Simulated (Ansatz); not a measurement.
Gallium trichloride + `C[SiH]([GeH3])C#N` → `N#[C][Ga]([Cl])[Cl]` + `C[SiH](Cl)[GeH3]`  (redistribution)

Computed with Ansatz on PBE0-D4/def2-TZVP structures; ΔE is electronic, products minus reactants. CCSD(T)/CBS is the MP2 limit (def2-TZVPP, def2-QZVPP) plus CCSD(T) − MP2 in def2-TZVPP, frozen cores. DFT in def2-TZVPP. HSE06 is defined as in plane-wave codes. For Ga, Ge outer-core shells are correlated without core-valence functions, which leaves a few kJ/mol of doubt a bond. Scalar relativity is left out up to krypton.

`[Cl][Ga]([Cl])[Cl]`:

Z-matrix (Å, degrees):
```
Ga
Cl 1 2.112
Cl 1 2.112 2 120.0
Cl 1 2.112 2 120.0 3 180.0
```

`C[SiH]([GeH3])C#N`:

```xyz
12

C    -0.720    1.485   -0.740
Si    0.242   -0.109   -0.621
Ge   -0.415   -1.481    1.210
C     2.028    0.310   -0.351
N     3.132    0.572   -0.143
H    -0.630    2.059    0.184
H    -0.350    2.096   -1.565
H    -1.778    1.273   -0.912
H     0.203   -0.873   -1.894
H    -1.887   -1.893    1.032
H    -0.278   -0.695    2.522
H     0.454   -2.743    1.277
```

`N#[C][Ga]([Cl])[Cl]`:

```xyz
5

N    -0.693    1.751    1.630
C    -0.372    0.941    0.876
Ga    0.161   -0.408   -0.379
Cl   -0.656   -0.411   -2.320
Cl    1.560   -1.874    0.193
```

`C[SiH](Cl)[GeH3]`:

```xyz
11

C     1.714    0.247   -0.302
Si    0.266   -0.384    0.684
Cl    0.345   -2.452    0.745
Ge   -1.826    0.234   -0.265
H     1.672   -0.116   -1.331
H     2.654   -0.086    0.145
H     1.707    1.340   -0.319
H     0.352    0.084    2.093
H    -1.959    1.767   -0.315
H    -1.935   -0.306   -1.701
H    -2.990   -0.330    0.565
```

```
             level  ΔE (kJ/mol)
           PBE0-D4         27.7
        r2SCANh-D4         28.7
          HSE06-D4         27.9
          PBE-QIDH         26.2
           r2SCAN0         28.7
           LC-ωPBE         24.2
     HF/def2-QZVPP         30.3
SCS-MP2/def2-QZVPP         23.0
```

Q: What does CCSD(T)/CBS give? (An estimate is asked.)

A: Computed: +23.6 kJ/mol. The listed levels differ from it by 4.1, 5.1, 4.3, 2.6, 5.1, 0.6, 6.7, -0.6 kJ/mol.

Largest T1 diagnostic among the species: 0.013.

Leaving LDA and LC-ωPBE aside and taking each functional with its dispersion term where it has one, the values, not all of them listed here, spread over 4.4 kJ/mol, from ωB97M-V to r2SCAN-D4. At CCSD(T), def2-SVP lies +9.0 kJ/mol from the extrapolated value and def2-TZVPP +0.0 kJ/mol.
